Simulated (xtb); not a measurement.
Be(I)(OMe) (CH3BeIO), SMILES C[O][Be][I]. All values are semi-empirical tight-binding results from xtb (GFN2-xTB unless named), good for trends rather than for accurate numbers. Coordinates come from a GFN2-xTB optimisation. One conformer was computed; it need not be the lowest.

Optimised geometry:

Bonded distances (Å): Be1–I2 2.210, Be1–O3 1.362, O3–C4 1.376, C4–H5 1.094, C4–H6 1.094, C4–H7 1.094. Angles (°): I2–Be1–O3 179.6, Be1–O3–C4 179.9, O3–C4–H5 109.9, O3–C4–H6 109.9, O3–C4–H7 109.9, H5–C4–H6 109.0, H5–C4–H7 109.0, H6–C4–H7 109.0.

For metal compounds this method's bond lengths and energies can be far off.

Task: Estimate the properties. (An estimate is asked for; the answer gives what the named calculation found.)

Result: 
```yaml
point_group_as_xtb_finds_it: C3v
orbital_gap: 7.01 eV
zero_point_energy: 27.5 kcal/mol
G − E(el) at 298.15 K (modified RRHO): 9.2 kcal/mol
```

Computed atomic charges and the Wiberg bond orders between heavy atoms:
charges (e) Be1 0.62, I2 -0.34, O3 -0.46, C4 0.07, H5 0.04, H6 0.04, H7 0.04. Bond orders Be1–I2 1.03, Be1–O3 1.20, O3–C4 1.00.
